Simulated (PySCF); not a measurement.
**UHF on Zn (zinc, neutral)**

Configuration: [Ar] 3d10 4s1 4p1, high-spin 3P determinant (an excited configuration). Computed with PySCF 2.14 in def2-TZVPPD (6s6p4d2f1g, 67 functions), with the non-relativistic Hamiltonian (point nucleus).

```json
{
  "Total energy": "-1777.711994 hartree",
  "One-electron energy": "-2482.0285 hartree",
  "Hartree (Coulomb) energy": "773.9974 hartree",
  "Exchange energy": "-69.6809 hartree",
  "Kinetic energy": "1777.67311 hartree",
  "⟨S²⟩": "2.0022",
  "⟨L²⟩": "2.024",
  "Sum of ⟨r⟩": "22.73 bohr",
  "Sum of ⟨r²⟩": "40.90 bohr²",
  "Traceless quadrupole moment −½Σ⟨3z² − r²⟩ along its main axis": "-7.21 e·bohr²",
  "Density at the nucleus (Gaussians lack the cusp)": "18000 bohr⁻³",
  "Spin density at the nucleus": "5.33 bohr⁻³",
  "Langevin diamagnetic susceptibility": "-32.4 ×10⁻⁶ cm³/mol"
}
```

```tsv
shell	electrons	mean orbital energy (hartree)	spread (hartree)	rms radius, mean of both spins (bohr)
1s α	1	-353.36957	0	0.0591
1s β	1	-353.36583	0	0.0591
2s α	1	-44.42417	0	0.248
2s β	1	-44.42297	0	0.248
2p β	3	-38.98866	0.00258	0.221
2p α	3	-38.98770	0.00041	0.221
3s α	1	-5.70365	0	0.742
3s β	1	-5.69592	0	0.742
3p α	3	-3.90539	0.00129	0.782
3p β	3	-3.90505	0.00699	0.782
3d β	5	-0.84663	0.00878	0.999
3d α	5	-0.84627	0.00752	0.999
4s α	1	-0.39584	0	3.00
4p α	1	-0.19265	0	4.09
```

Spin-orbit constants ζ (cm⁻¹) from the X2C one-electron operator on these orbitals (non-relativistic here): bare nucleus, nucleus screened by l(l+1)(2l+1)/3 electrons, and screened by the Breit-Pauli mean field of the electrons.

| shell | bare | screened nucleus | mean field |
| --- | --- | --- | --- |
| 2p | 126500 | 118100 | 114100 |
| 3p | 15750 | 14700 | 14090 |
| 3d | 1628 | 1085 | 989.5 |
| 4p | 349.5 | 326.2 | 308.3 |

To first order the Landé constant is A = 154.2 cm⁻¹, so the lowest level has J = 0 and lies 0.0382 eV below the centre of the term. This holds in LS coupling only.
